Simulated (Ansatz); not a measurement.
Reaction (isomerisation): `C/C=C/[SiH2]N` → `C/C(N)=C\[SiH3]`

Computed with Ansatz on PBE0-D4/def2-TZVP structures; ΔE is electronic, products minus reactants. CCSD(T)/CBS is the MP2 limit (def2-TZVPP, def2-QZVPP) plus CCSD(T) − MP2 in def2-TZVPP, frozen cores. Double bonds are as drawn, so ΔE can hold a change between cis and trans. DFT in def2-TZVPP. HSE06 is defined as in plane-wave codes. Each species was taken in one conformer, which may not be the lowest.

`C/C=C/[SiH2]N`:

Cartesian coordinates in Å:
```
C 1.100 -1.908 -1.346
C 0.223 -1.136 -0.423
C 0.491 0.067 0.086
Si -0.666 0.938 1.239
N -1.071 2.488 0.610
H 0.580 -2.126 -2.285
H 1.367 -2.876 -0.909
H 2.019 -1.366 -1.575
H -0.715 -1.621 -0.151
H 1.430 0.545 -0.195
H -1.815 0.003 1.447
H -0.051 1.208 2.568
H -1.396 3.211 1.232
H -1.497 2.573 -0.298
```

`C/C(N)=C\[SiH3]`:

```xyz
14

C    -0.702   -0.066   -1.323
C     0.256    0.609   -0.393
N     0.854    1.720   -0.941
C     0.552    0.141    0.835
Si   -0.124   -1.394    1.592
H    -1.153   -0.948   -0.872
H    -1.510    0.617   -1.607
H    -0.191   -0.370   -2.241
H     1.355    2.324   -0.311
H     0.354    2.203   -1.667
H     1.265    0.715    1.426
H     0.432   -1.534    2.965
H     0.224   -2.632    0.833
H    -1.613   -1.385    1.703
```

(1) Is it downhill or uphill in electronic energy at CCSD(T)/CBS, and by how much? (Best estimate.)

(2) What do these levels give: revPBE-D4, BLYP-D4, r2SCAN-D4, PBE0-D4, PBE-QIDH, HSE06, CAM-B3LYP, HF/def2-SVP, MP2/def2-SVP, HF/def2-TZVPP, HF/CBS(def2), CCSD/CBS(def2)? (An estimate is asked.)

(3) What do rigid-rotor, harmonic-oscillator terms from PBE0-D4/def2-TZVP frequencies (298.15 K, 1 bar) make of the CCSD(T)/CBS value? (An estimate is asked.)

Largest T1 diagnostic among the species: 0.012.

Answers

(1) The calculation gave: Uphill: ΔE = +85.4 kJ/mol.

(2) Computed: revPBE-D4 62.2, BLYP-D4 71.8, r2SCAN-D4 70.8, PBE0-D4 69.0, PBE-QIDH 77.1, HSE06 71.0, CAM-B3LYP 79.7, HF/def2-SVP 72.8, MP2/def2-SVP 62.0, HF/def2-TZVPP 92.0, HF/CBS(def2) 93.1, CCSD/CBS(def2) 88.3 kJ/mol.

(3) The calculation gave: ΔZPE = -3.8 kJ/mol, ΔH = +81.3 kJ/mol, ΔS = 10 J/(mol·K), ΔG = +78.4 kJ/mol. Modes under 50 cm⁻¹ make the entropy rough.

Leaving LDA and LC-ωPBE aside and taking each functional with its dispersion term where it has one, the values, not all of them listed here, spread over 19.7 kJ/mol, from revPBE-D4 to BHLYP-D4. LDA lies −13.0 kJ/mol from PBE without D4. From BLYP to BHLYP (50 % exact exchange), in def2-TZVPP and without D4, ΔE moves by +7.3 kJ/mol. The D4 term adds −3.7 kJ/mol with B3LYP and −2.0 kJ/mol with PBE0; it sums over pairs of atoms, weighted by their polarisabilities, and B3LYP, whose exchange is more repulsive, gets the larger term.

B3LYP here is the variant with VWN-RPA as its local correlation; programs differ in this.
